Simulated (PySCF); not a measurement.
# Polarisability and C₆ of Ir⁺ (iridium, charge +1)

[Xe] 4f14 5d6 6s1 6p1, one real determinant (an excited configuration). Computed with PySCF 2.14 in def2-QZVPPD with the def2 core potential (60 electrons) (7s5p4d4f2g, 88 functions), with a scalar-relativistic core potential. Coupled (time-dependent) response in atomic units; α is the mean over directions.

```
method  mean α (bohr³)         α xx, yy, zz  C₆ (like pair)  S(−4)
   UHF           31.38  29.87, 29.87, 34.42           286.5  313.7
   PBE           31.68  27.82, 27.82, 39.39           289.5  344.4
  PBE0           31.37  28.13, 28.13, 37.85           286.4  326.9
```

S(−4) is the Cauchy moment in α(ω) = α(0) + S(−4) ω² + …

Spin-orbit coupling is absent.

α(iu) at UHF:

| u (hartree) | α(iu) (bohr³) |
| --- | --- |
| 0 | 31.38 |
| 0.0500 | 30.63 |
| 0.100 | 28.62 |
| 0.200 | 23.14 |
| 0.300 | 18.16 |
| 0.500 | 11.77 |
| 0.750 | 7.793 |
| 1.00 | 5.679 |
| 1.50 | 3.504 |
| 2.00 | 2.402 |
| 3.00 | 1.329 |
| 5.00 | 0.5706 |

A single London oscillator, α(iu) = α/(1 + u²/ω²), gives C₆ = (3/4) ω α². Matching the computed C₆ needs ω = 4 × 286.5 / (3 × 31.38²) = 0.388 hartree.

For an ion, C₆ is the dispersion term alone; charge-induced terms of lower order in 1/R come first.

The components differ because the open shell of this determinant is not spherical; for a pure term their mean is the scalar polarisability.

⟨L²⟩ = 8.05 against 12 for a pure F term, so this real determinant mixes terms. Energies and moments cover only the electrons outside the core potential. Spin-orbit coupling, absent here, splits the open shell strongly.
